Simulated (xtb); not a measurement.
Input file for xtb: GFN2-xTB on FHSTe (SMILES F[Te]S), a point of a torsion scan.

```
$ xtb mol.xyz --gfn 2 --opt vtight --chrg 0 --uhf 0 --input xcontrol
4

F      2.11068161    -0.71006081     0.13862796
Te     1.00628843     0.90773292    -0.24812083
S     -1.32846399     0.50345412     0.33238327
H     -1.46700306     0.19650617     1.69531074
$constrain
  force constant=1.0
  dihedral: 1,2,3,4,60.0
$end
```

It printed:

```
[...]
           -------------------------------------------------
          |                Calculation Setup                |
           -------------------------------------------------



           -------------------------------------------------
          |                 G F N 2 - x T B                 |
           -------------------------------------------------

        Reference                      10.1021/acs.jctc.8b01176
      * Hamiltonian:
        H0-scaling (s, p, d)           1.850000    2.230000    2.230000
        zeta-weighting                 0.500000
      * Dispersion:
        s8                             2.700000
        a1                             0.520000
        a2                             5.000000
        s9                             5.000000
      * Repulsion:
        kExp                           1.500000    1.000000
        rExp                           1.000000
      * Coulomb:
        alpha                          2.000000
        third order                    shell-resolved
        anisotropic                    true
        a3                             3.000000
        a5                             4.000000
        cn-shift                       1.200000
        cn-exp                         4.000000
        max-rad                        5.000000


          ...................................................
          :                      SETUP                      :
          :.................................................:
          :  # basis functions                  25          :
          :  # atomic orbitals                  23          :
          :  # shells                            9          :
          :  # electrons                        20          :
          :  max. iterations                   250          :
          :  Hamiltonian                  GFN2-xTB          :
          :  restarted?                      false          :
          :  GBSA solvation                  false          :
          :  PC potential                    false          :
          :  electronic temp.          300.0000000     K    :
          :  accuracy                    1.0000000          :
          :  -> integral cutoff          0.2500000E+02      :
          :  -> integral neglect         0.1000000E-07      :
          :  -> SCF convergence          0.1000000E-05 Eh   :
          :  -> wf. convergence          0.1000000E-03 e    :
          :  Broyden damping             0.4000000          :
          :  net charge                          0          :
          :  unpaired electrons                  0          :
          ...................................................

 iter      E             dE          RMSdq      gap      omega  full diag
   1    -11.5477764 -0.115478E+02  0.915E+00    2.74       0.0  T
   2    -11.4648667  0.829096E-01  0.167E+01    2.34       1.0  T
   3    -11.5432190 -0.783523E-01  0.129E+01    2.49       1.0  T
   4    -11.6008049 -0.575859E-01  0.271E+00    2.70       1.0  T
   5    -11.6100403 -0.923538E-02  0.161E+00    2.75       1.0  T
   6    -11.6117607 -0.172044E-02  0.132E-01    2.76       1.0  T
   7    -11.6117810 -0.203022E-04  0.569E-02    2.76       1.0  T
   8    -11.6117792  0.181986E-05  0.447E-02    2.76       1.1  T
   9    -11.6117812 -0.200180E-05  0.906E-03    2.76       5.5  T
  10    -11.6117812 -0.472479E-08  0.339E-03    2.76      14.7  T
  11    -11.6117812  0.462052E-09  0.106E-03    2.76      47.3  T
  12    -11.6117812 -0.134730E-08  0.500E-04    2.76     100.1  T
  13    -11.6117812 -0.511644E-10  0.130E-04    2.76     383.5  T

   *** convergence criteria satisfied after 13 iterations ***

         #    Occupation            Energy/Eh            Energy/eV
      -------------------------------------------------------------
         1        2.0000           -0.8861075             -24.1122
       ...           ...                  ...                  ...
         4        2.0000           -0.5327701             -14.4974
         5        2.0000           -0.5150651             -14.0156
         6        2.0000           -0.5099459             -13.8763
         7        2.0000           -0.5057101             -13.7611
         8        2.0000           -0.4670063             -12.7079
         9        2.0000           -0.4277434             -11.6395
        10        2.0000           -0.4017235             -10.9315 (HOMO)
        11                         -0.3001809              -8.1683 (LUMO)
        12                         -0.2760898              -7.5128
        13                         -0.1992840              -5.4228
        14                         -0.0440702              -1.1992
        15                         -0.0311589              -0.8479
       ...                                ...                  ...
        23                          0.6090272              16.5725
      -------------------------------------------------------------
                  HL-Ga
[...]
   -0.5177228             -14.0880
         6        2.0000           -0.5096450             -13.8681
         7        2.0000           -0.5035814             -13.7031
         8        2.0000           -0.4744634             -12.9108
         9        2.0000           -0.4295707             -11.6892
        10        2.0000           -0.4004771             -10.8975 (HOMO)
        11                         -0.2917427              -7.9387 (LUMO)
        12                         -0.2653018              -7.2192
        13                         -0.1790431              -4.8720
        14                         -0.0432994              -1.1782
        15                         -0.0340338              -0.9261
       ...                                ...                  ...
        23                          0.7055105              19.1979
      -------------------------------------------------------------
                  HL-Gap            0.1087344 Eh            2.9588 eV
             Fermi-level           -0.3461099 Eh           -9.4181 eV

 SCC (total)                   0 d,  0 h,  0 min,  0.004 sec
 SCC setup                      ...        0 min,  0.000 sec (  2.467%)
 Dispersion                     ...        0 min,  0.000 sec (  0.478%)
 classical contributions        ...        0 min,  0.000 sec (  0.205%)
 integral evaluation            ...        0 min,  0.001 sec ( 27.909%)
 iterations                     ...        0 min,  0.001 sec ( 26.032%)
 molecular gradient             ...        0 min,  0.001 sec ( 38.179%)
 printout                       ...        0 min,  0.000 sec (  3.812%)

         :::::::::::::::::::::::::::::::::::::::::::::::::::::
         ::                     SUMMARY                     ::
         :::::::::::::::::::::::::::::::::::::::::::::::::::::
         :: total energy             -11.612431983236 Eh    ::
         :: gradient norm              0.000089332518 Eh/a0 ::
         :: HOMO-LUMO gap              2.958813250460 eV    ::
         ::.................................................::
         :: SCC energy               -11.627996336934 Eh    ::
         :: -> isotropic ES            0.019695980113 Eh    ::
         :: -> anisotropic ES         -0.000251725901 Eh    ::
         :: -> anisotropic XC         -0.000499345874 Eh    ::
         :: -> dispersion             -0.002327801219 Eh    ::
         :: repulsion energy           0.015540944521 Eh    ::
         :: add. restraining           0.000023409178 Eh    ::
         :: total charge               0.000000000000 e     ::
         :::::::::::::::::::::::::::::::::::::::::::::::::::::

           -------------------------------------------------
          |                Property Printout                |
           -------------------------------------------------

    * Orbital Energies and Occupations

         #    Occupation            Energy/Eh            Energy/eV
      -------------------------------------------------------------
         1        2.0000           -0.8854440             -24.0942
         2        2.0000           -0.7898911             -21.4940
         3        2.0000           -0.7421002             -20.1936
         4        2.0000           -0.5301142             -14.4251
         5        2.0000           -0.5177228             -14.0880
         6        2.0000           -0.5096450             -13.8681
         7        2.0000           -0.5035814             -13.7031
         8        2.0000           -0.4744634             -12.9108
         9        2.0000           -0.4295707             -11.6892
        10        2.0000           -0.4004771             -10.8975 (HOMO)
        11                         -0.2917427              -7.9387 (LUMO)
        12                         -0.2653018              -7.2192
        13                         -0.1790431              -4.8720
        14                         -0.0432994              -1.1782
        15                         -0.0340338              -0.9261
        16                         -0.0261636              -0.7119
        17                         -0.0240572              -0.6546
        18                          0.0009396               0.0256
        19                          0.0119115               0.3241
        20                          0.0670739               1.8252
        21                          0.1849264               5.0321
       ...                                ...                  ...
        23                          0.7055105              19.1979
      -------------------------------------------------------------
                  HL-Gap            0.1087344 Eh            2.9588 eV
             Fermi-level           -0.3461099 Eh           -9.4181 eV

     #   Z          covCN         q      C6AA      α(0)
     1   9 F        0.715    -0.239    11.658     4.032
     2  52 Te       1.616     0.217   405.205    37.236
     3  16 S        1.824    -0.166   148.066    20.481
     4   1 H        0.923     0.189     1.159     1.683

 Mol. C6AA /au·bohr⁶  :       1335.465473
 Mol. C8AA /au·bohr⁸  :      92816.442349
 Mol. α(0) /au        :         63.431568


Wiberg/Mayer (AO) data.
largest (>0.10) Wiberg bond orders for each atom

 ---------------------------------------------------------------------------
     #   Z sym  total        # sym  WBO       # sym  WBO       # sym  WBO
Note: The following floating-point exceptions are signalling: IEEE_DENORMAL
normal termination of xtb
 ---------------------------------------------------------------------------
     1   9 F    1.208 --     2 Te   1.145
     2  52 Te   2.443 --     3 S    1.269     1 F    1.145
     3  16 S    2.266 --     2 Te   1.269     4 H    0.935
     4   1 H    0.964 --     3 S    0.935
 ---------------------------------------------------------------------------

Topologies differ in total number of bonds
Writing topology from bond orders to xtbtopo.mol

molecular dipole:
                 x           y           z       tot (Debye)
 q only:       -0.394       0.683       0.242
   full:       -0.082       1.074       0.121       2.755
molecular quadrupole (traceless):
                xx          xy          yy          xz          yz          zz
 q only:       -2.983       3.072       0.535      -2.373       0.184       2.448
  q+dip:       -6.093       4.528       2.374      -2.434      -0.161       3.719
   full:       -4.777       4.559       2.348      -3.096      -1.171       2.429

           -------------------------------------------------
          |                Geometry Summary                 |
           -------------------------------------------------

      molecular mass/u    :      179.6742578
   center of mass at/Å    :        0.6256498       0.7351552      -0.0700582
  moments of inertia/u·Å² :        0.6462215E+02   0.1606835E+03   0.2227713E+03
rotational constants/cm⁻¹ :        0.2608646E+00   0.1049120E+00   0.7567236E-01

 * 2 selected distances

     #   Z          #   Z                                           value/Å
     2  52 Te       3  16 S                                       2.3585329 (max)
     3  16 S        4   1 H                                       1.3304544 (min)

 * 2 distinct bonds (by element types)

   Z      Z             #   av. dist./Å        max./Å        min./Å
   1 H   16 S           1     1.3304544     1.3304544     1.3304544
  16 S   52 Te          1     2.3585329     2.3585329     2.3585329


optimized geometry written to: xtbopt.xyz


           -------------------------------------------------
          | TOTAL ENERGY              -11.612431983236 Eh   |
          | GRADIENT NORM               0.000089332518 Eh/α |
          | HOMO-LUMO GAP               2.958813250460 eV   |
           -------------------------------------------------

------------------------------------------------------------------------
------------------------------------------------------------------------
 total:
 SCF:
 ANC optimizer:
```

The run finished.

Warnings raised: the energy holds the restraint's term.

Cost: around 0.11 core-seconds (rough).
